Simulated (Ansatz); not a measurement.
The same path of CH6NPSi (10 atoms, charge 0, multiplicity 1) was run twice with different band settings. The coordinate that changes most is the height of P1 over the plane of its neighbours.

Level of theory: RKS revPBE-D4/def2-SVP (Ansatz).

Relaxed end points:

```xyz
10
Properties=species:S:1:pos:R:3
P -2.153 0.953 -0.070
Si 0.035 0.579 0.375
C 0.784 -1.114 0.601
N 0.962 -0.442 -0.730
H -2.171 -0.155 -0.991
H -1.866 1.907 -1.114
H 0.704 1.711 1.101
H 1.666 -1.197 1.268
H 0.190 -2.048 0.569
H 1.932 -0.245 -1.006
```

```xyz
10
Properties=species:S:1:pos:R:3
P -2.033 0.441 -0.859
Si -0.024 0.399 0.173
C 0.873 -1.201 0.520
N 1.229 -0.470 -0.736
H -2.700 0.933 0.324
H -1.841 1.777 -1.374
H 0.377 1.579 1.013
H 1.605 -1.201 1.354
H 0.404 -2.191 0.360
H 2.193 -0.117 -0.772
```

Common settings: movable images 9; climbing image yes; optimiser quadratic models (default); start path through a guess of the saddle point; force threshold 0.05 eV/Å; end points relaxed.

| run | spring | iteration limit |
| --- | --- | --- |
| 1 | 5.0 eV/Å² | 50 |
| 2 | 50.0 eV/Å² | 53 |

(1) What does each run give, and how far can it be trusted?

## Answers

(1) Run 1: converged after 39 iterations, highest image 1.008 eV above the first end. A vibrational analysis at the climbing image gives one clearly imaginary mode, 664i cm⁻¹: a first-order saddle point.
Run 2: converged after 37 iterations, highest image 1.009 eV above the first end. Beside the main top the profile has a ripple of under 15 meV (maxima at images 5, 8), which may be a very shallow well or noise. Another band between the same ends (9 images) ends at a top of the same energy, where a vibrational analysis finds 1 clearly imaginary mode.
